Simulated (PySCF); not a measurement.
# How methods differ on the excitation energy of Kr

Kr [Kr] (1S) → Kr [Ar] 3d10 4s1 4p6 5p1 (3P), as a difference of total energies. All numbers are calculated (PySCF 2.14, a scalar-relativistic core potential, in aug-cc-pVQZ-PP with ECP10MDF (7s6p5d3f2g, 89 functions)). Correlated levels: valence: 3s2 3p6 3d10 frozen. The calculations carry no spin-orbit coupling.

| method | excitation energy (eV) |
| --- | --- |
| UHF | 28.684 |
| LDA | 26.049 |
| PBE | 25.721 |
| PBE0 | 26.701 |
| r2SCAN | 26.701 |
| TPSSh | 26.400 |
| CAM-B3LYP | 27.059 |
| B97-3 | 26.807 |
| revPBE | 25.632 |
| MP2 (valence) | 27.659 |
| SCS-MP2 (valence) | 27.439 |

How much does correlation contribute at MP2 (valence)?

27.659 − (28.684) = -1.025 eV, measured against UHF.

The upper state lies above the first ionisation limit, where it may autoionise and the basis confines it. A Rydberg-like electron needs more diffuse functions than a valence basis has.

The promoted electron is Rydberg-like, and one or two diffuse shells describe it only roughly, which tends to raise the upper state.
